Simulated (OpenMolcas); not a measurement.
## What dynamic correlation does to the levels of neutral rhenium

* Program: OpenMolcas 26.06
* Basis: ANO-R3 [10s7p6d4f2g1h]
* Scalar Hamiltonian: X2C, finite nucleus
* Active space: 5 electrons in 5 orbitals (5d)
* State averaging: 2S+1 = 6 even, 1 root; 2S+1 = 4 even, 24 roots; 2S+1 = 2 even, 75 roots (67 in the spin-orbit step)
* Spin-orbit coupling: state interaction with AMFI integrals over the reference wave functions, term energies averaged over their components

Methods on the same reference wave functions:
A. CASSCF
B. SS-CASPT2, IPEA 0.25 Eh, imaginary shift 0.1 Eh (closed shells correlated: 5s 5p 6s)
C. MS-CASPT2, IPEA 0.25 Eh, imaginary shift 0.1 Eh (closed shells correlated: 5s 5p 6s)

Energies in cm-1 above 5d5 6s2 6S 5/2, the measured ground level; measured values from NIST Handbook of Basic Atomic Spectroscopic Data.

```json
{"Level": "5d5 6s2 6S 5/2", "A": "0.0", "B": "0.0", "C": "0.0", "Measured": "0.0"}
{"Level": "5d5 6s2 4G 7/2 [66 %]", "A": "21164", "B": "16490", "C": "16490", "Measured": "15058"}
{"Level": "5d5 6s2 4G 11/2", "A": "21589", "B": "17390", "C": "17390", "Measured": "16307"}
{"Level": "5d5 6s2 4G 9/2", "A": "22054", "B": "17820", "C": "17820", "Measured": "16619"}
{"Level": "5d5 6s2 4P 1/2 [58 %]", "A": "24526", "B": "18630", "C": "18630", "Measured": ""}
{"Level": "5d5 6s2 4D 7/2 [71 %]", "A": "26617", "B": "20200", "C": "20200", "Measured": ""}
{"Level": "5d5 6s2 4D 1/2 [61 %]", "A": "29169", "B": "22750", "C": "22750", "Measured": ""}
{"Level": "5d5 6s2 2I 11/2", "A": "30272", "B": "25480", "C": "25480", "Measured": ""}
{"Level": "5d5 6s2 2I 13/2", "A": "32240", "B": "27600", "C": "27600", "Measured": ""}
{"Level": "5d5 6s2 4F 3/2 [52 %]", "A": "40617", "B": "33470", "C": "33410", "Measured": ""}
{"Level": "5d5 6s2 2F 5/2(2) [54 %]", "A": "41995", "B": "33310", "C": "33460", "Measured": ""}
{"Level": "5d5 6s2 2H 11/2 [75 %]", "A": "42600", "B": "36910", "C": "36910", "Measured": ""}
{"Level": "5d5 6s2 2S 1/2", "A": "47776", "B": "37780", "C": "37780", "Measured": ""}
{"Level": "5d5 6s2 2D 3/2(2)", "A": "52455", "B": "42060", "C": "42100", "Measured": ""}
```

Deviations, from unrounded energies. A percentage is the sum of absolute deviations over the sum of measured energies, with the sign that they share, or ± where signs differ.

```csv
Against measurement,Levels,A,B,C
mean absolute deviation (cm-1),3,5600,1200,1200
other terms of the ground configuration (%),3,+35.1,+7.7,+7.7
```

B, C lie about equally close to measurement and A furthest from it. The largest miss of B in the table is 5d5 6s2 4G 7/2 [66 %], by +1400 cm-1. The ranking rests on the paired levels alone, and a cruder setting can come out closer through cancelling errors.

Between B and C the level of the table that moves most is 5d5 6s2 2F 5/2(2) [54 %], by 150 cm-1 (lowest in B, highest in C). Moves below CASPT2's spread within the term are not significant.

The two smallest mean deviations differ by little beside CASPT2's spread within terms, so their order carries little weight.

From A to B the spin-free energies of the other terms of 5d5 6s2 shown, above 6S, scale by factors of 0.72 to 0.83, as is usual when dynamic correlation screens the repulsion within a d or f shell.

The lowest spin-free term lies below A's lowest term by 0.450 hartree in B, 0.450 hartree in C.

CASPT2 breaks the degeneracy within a term, and the mean is taken; among the terms shown or strongly mixed into the levels shown the widest spread is 1100 cm-1 (5d5 6s2 2F(2), C). Some high roots are left out of the spin-orbit mixing, which shifts the levels that they would mix with. With the s shell closed, the reference lacks s² → p², s² → d² and s → d mixing, so excited terms can stand far too high and out of order, with CASPT2 too. The CASPT2 spread within a term exceeds the gap to the next term for 5d5 6s2 2H and 5d5 6s2 2F(2), so the order of their levels is uncertain (figures for B; the like holds for C). Without dynamic correlation excited terms often stand tens of per cent too high (terms of higher spin than the ground term too low), and those without a measured partner can miss by more than the paired ones (holds for A). Computed and measured levels are paired by configuration, term and J; levels that our copy of the source lacks, or whose pairing is in doubt (as where it misses far off the trend of its configuration), stay unpaired and out of the deviations. Only configurations of the active space appear. The table leaves out levels that lie high or whose names do not pair safely across all columns.

A share in square brackets marks a mixed level and gives the weight of the term that names it, the lowest over the columns. A number in round brackets counts repeated terms of one configuration in the order of the reference energies.
